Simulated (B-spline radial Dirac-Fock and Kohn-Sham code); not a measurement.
Elastic and transport cross sections of thulium for positrons

The computed values come from a B-spline atomic structure program: relativistic (Dirac) partial waves in the static field of the Dirac-Fock atom, without polarisation or absorption potentials. Below a few hundred eV the neglected polarisation potential matters, most of all at small angles. σ_tr1 and σ_tr2 weight the cross section with 1 − P₁ and 1 − P₂ of cos θ; "backward" is the share scattered beyond 90°.

| energy (eV) | σ (a₀²) | σ_tr1 (a₀²) | σ_tr2 (a₀²) | σ/σ_tr1 | backward (%) |
| --- | --- | --- | --- | --- | --- |
| 198 | 20.2 | 2.83 | 4.93 | 7.11 | 3.9 |
| 312 | 16.5 | 2.03 | 3.58 | 8.12 | 3.3 |
| 320 | ? | ? | ? | ? | ? |
| 353 | 15.6 | 1.84 | 3.27 | 8.43 | 3.2 |
| 856 | 10.3 | 0.908 | 1.66 | 11.3 | 2.2 |
| 900 | 10.0 | 0.871 | 1.60 | 11.5 | 2.2 |
| 1380 | 8.13 | 0.603 | 1.13 | 13.5 | 1.8 |
| 1900 | 6.92 | 0.452 | 0.861 | 15.3 | 1.5 |
| 5360 | 4.00 | 0.155 | 0.321 | 25.8 | 0.70 |
| 7830 | 3.25 | 0.0998 | 0.212 | 32.6 | 0.52 |
| 15000 | 2.23 | 0.0442 | 0.0984 | 50.5 | 0.29 |
| 16400 | 2.12 | 0.0393 | 0.0881 | 53.9 | 0.26 |
| 27700 | 1.54 | 0.0192 | 0.0446 | 80.2 | 0.15 |
| 30400 | 1.45 | 0.0168 | 0.0393 | 86.3 | 0.14 |
| 37400 | 1.28 | 0.0125 | 0.0296 | 102 | 0.11 |
| 56000 | 0.990 | 0.00688 | 0.0167 | 144 | 0.069 |

**Question.** Fill in the row for 320 eV.

**Answer.** σ = 16.3 a₀², σ_tr1 = 1.99 a₀², σ_tr2 = 3.51 a₀², σ/σ_tr1 = 8.18, backward 3.3 %. The ratio σ/σ_tr1 is roughly the number of elastic collisions that randomise the direction.
